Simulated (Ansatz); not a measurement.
One change: `C=C([SiH3])C=S` becomes `C=C([SiH3])[SiH2][SiH3]`.

Ansatz, PBE0-D4/def2-TZVP geometries, multiplicity 1. Each molecule was computed in one conformer, which needn't be the lowest.

```
                               property  `C=C([SiH3])C=S`
      HOMO energy (PBE/def2-TZVPP) / eV             -5.35
     LUMO energy (PBE0/def2-TZVPP) / eV             -2.83
  HOMO energy (ωB97M-V/def2-TZVPP) / eV             -8.80
   HOMO–LUMO gap (PBE0/def2-TZVPP) / eV              3.74
    HOMO energy (B3LYP/def2-TZVPP) / eV             -6.32
HOMO–LUMO gap (ωB97M-V/def2-TZVPP) / eV              8.06
```

Task: What does the change do to each property? (An estimate is asked.)

Result: Computed: 
```
                               property  `C=C([SiH3])[SiH2][SiH3]`  shift
      HOMO energy (PBE/def2-TZVPP) / eV                      -6.70  -1.35
     LUMO energy (PBE0/def2-TZVPP) / eV                      -1.02   1.81
  HOMO energy (ωB97M-V/def2-TZVPP) / eV                      -9.80  -1.00
   HOMO–LUMO gap (PBE0/def2-TZVPP) / eV                       6.73   2.99
    HOMO energy (B3LYP/def2-TZVPP) / eV                      -7.54  -1.22
HOMO–LUMO gap (ωB97M-V/def2-TZVPP) / eV                      10.83   2.77
```

With PBE0 the HOMO falls by 1.17 eV and the LUMO rises by 1.81 eV, so the gap widens by about 2.98 eV. PBE moves the HOMO by -1.35 eV and ωB97M-V by -1.00 eV.

B3LYP here is the variant with VWN-RPA as its local correlation; programs differ in this.
